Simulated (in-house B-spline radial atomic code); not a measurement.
Ionisation energies along the 1-electron series, configuration 1s1, as differences of self-consistent energies. Dirac energy differences include first-order Breit, QED and recoil terms. NIST's values go from ground level to ground level; the uncertainty of those that are theory runs from under 0.1 % in few-electron ions to several per cent in heavy many-electron ones. Computed with a B-spline radial code for spherical atoms: Dirac-Hartree-Fock, average of the configuration, finite nuclei.

```json
{"ion": "Fe25+", "configuration after": "bare", "ionisation energy (eV)": "9277.7", "IE/(q+1)² (eV)": "13.724", "-ε less Coulomb ΔSCF (eV)": "0", "Breit and QED recoil part (eV)": "-4.0077", "tabulated value (eV)": "9277.689", "tabulated kind": "tabulated theory", "computed minus tabulated (eV)": "0"}
{"ion": "Co26+", "configuration after": "bare", "ionisation energy (eV)": "10012.1", "IE/(q+1)² (eV)": "13.734", "-ε less Coulomb ΔSCF (eV)": "1.0885e-08", "Breit and QED recoil part (eV)": "-4.5366", "tabulated value (eV)": "10012.13", "tabulated kind": "tabulated theory", "computed minus tabulated (eV)": "0"}
{"ion": "Ni27+", "configuration after": "bare", "ionisation energy (eV)": "10775.4", "IE/(q+1)² (eV)": "13.744", "-ε less Coulomb ΔSCF (eV)": "-4.3542e-09", "Breit and QED recoil part (eV)": "-5.1187", "tabulated value (eV)": "10775.4", "tabulated kind": "tabulated theory", "computed minus tabulated (eV)": "0"}
{"ion": "Cu28+", "configuration after": "bare", "ionisation energy (eV)": "11567.6", "IE/(q+1)² (eV)": "13.755", "-ε less Coulomb ΔSCF (eV)": "-8.1639e-09", "Breit and QED recoil part (eV)": "-5.7396", "tabulated value (eV)": "11567.62", "tabulated kind": "tabulated theory", "computed minus tabulated (eV)": "0"}
{"ion": "Zn29+", "configuration after": "bare", "ionisation energy (eV)": "12388.9", "IE/(q+1)² (eV)": "13.765", "-ε less Coulomb ΔSCF (eV)": "1.2244e-08", "Breit and QED recoil part (eV)": "-6.4182", "tabulated value (eV)": "12388.94", "tabulated kind": "tabulated theory", "computed minus tabulated (eV)": "0"}
{"ion": "Ga30+", "configuration after": "bare", "ionisation energy (eV)": "13239.5", "IE/(q+1)² (eV)": "13.777", "-ε less Coulomb ΔSCF (eV)": "-2.7223e-10", "Breit and QED recoil part (eV)": "-7.1436", "tabulated value (eV)": "13239.5", "tabulated kind": "tabulated theory", "computed minus tabulated (eV)": "0"}
{"ion": "Ge31+", "configuration after": "bare", "ionisation energy (eV)": "14119.4", "IE/(q+1)² (eV)": "13.789", "-ε less Coulomb ΔSCF (eV)": "8.4362e-09", "Breit and QED recoil part (eV)": "-7.9247", "tabulated value (eV)": "14119.45", "tabulated kind": "tabulated theory", "computed minus tabulated (eV)": "0"}
{"ion": "As32+", "configuration after": "bare", "ionisation energy (eV)": "15028.9", "IE/(q+1)² (eV)": "13.801", "-ε less Coulomb ΔSCF (eV)": "1.1972e-08", "Breit and QED recoil part (eV)": "-8.7693", "tabulated value (eV)": "15028.92", "tabulated kind": "tabulated theory", "computed minus tabulated (eV)": "0"}
{"ion": "Se33+", "configuration after": "bare", "ionisation energy (eV)": "15968.1", "IE/(q+1)² (eV)": "13.813", "-ε less Coulomb ΔSCF (eV)": "-1.1428e-08", "Breit and QED recoil part (eV)": "-9.668", "tabulated value (eV)": "15968.11", "tabulated kind": "tabulated theory", "computed minus tabulated (eV)": "0"}
{"ion": "Br34+", "configuration after": "bare", "ionisation energy (eV)": "16937.1", "IE/(q+1)² (eV)": "13.826", "-ε less Coulomb ΔSCF (eV)": "-7.6164e-09", "Breit and QED recoil part (eV)": "-10.637", "tabulated value (eV)": "16937.15", "tabulated kind": "tabulated theory", "computed minus tabulated (eV)": "0"}
{"ion": "Kr35+", "configuration after": "bare", "ionisation energy (eV)": "17936.2", "IE/(q+1)² (eV)": "13.84", "-ε less Coulomb ΔSCF (eV)": "1.0614e-08", "Breit and QED recoil part (eV)": "-11.663", "tabulated value (eV)": "17936.24", "tabulated kind": "tabulated theory", "computed minus tabulated (eV)": "0"}
{"ion": "Rb36+", "configuration after": "bare", "ionisation energy (eV)": "18965.5", "IE/(q+1)² (eV)": "13.854", "-ε less Coulomb ΔSCF (eV)": "-4.0804e-09", "Breit and QED recoil part (eV)": "-12.76", "tabulated value (eV)": "18965.55", "tabulated kind": "tabulated theory", "computed minus tabulated (eV)": "0"}
{"ion": "Sr37+", "configuration after": "bare", "ionisation energy (eV)": "20025.2", "IE/(q+1)² (eV)": "13.868", "-ε less Coulomb ΔSCF (eV)": "8.4331e-09", "Breit and QED recoil part (eV)": "-13.925", "tabulated value (eV)": "20025.27", "tabulated kind": "tabulated theory", "computed minus tabulated (eV)": "0"}
{"ion": "Zr39+", "configuration after": "bare", "ionisation energy (eV)": "22236.7", "IE/(q+1)² (eV)": "13.898", "-ε less Coulomb ΔSCF (eV)": "4.0835e-09", "Breit and QED recoil part (eV)": "-16.475", "tabulated value (eV)": "22236.71", "tabulated kind": "tabulated theory", "computed minus tabulated (eV)": "0"}
{"ion": "Nb40+", "configuration after": "bare", "ionisation energy (eV)": "23388.8", "IE/(q+1)² (eV)": "13.914", "-ε less Coulomb ΔSCF (eV)": "-1.17e-08", "Breit and QED recoil part (eV)": "-17.861", "tabulated value (eV)": "23388.85", "tabulated kind": "tabulated theory", "computed minus tabulated (eV)": "0"}
```
